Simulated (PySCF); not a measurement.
K(Cl) cation (ClK), SMILES [Cl][K] (connectivity only; charge and spin as stated), charge +1, multiplicity 2.

Geometry: PBE-D3(BJ)/def2-TZVPD. The multiplicity is an assumed one; other spin states were not compared.

These are PySCF 2.14.0 with PBE-D3(BJ)/def2-TZVPD values and carry that method's errors.

Frequencies are harmonic and unscaled.

Computed harmonic wavenumbers and intensities:
| mode | ν (cm⁻¹) | IR (km/mol) | moving atoms (share of kinetic energy) |
|---|---|---|---|
| 1 | 92 | 16.2 | Cl 52 %, K 48 % |
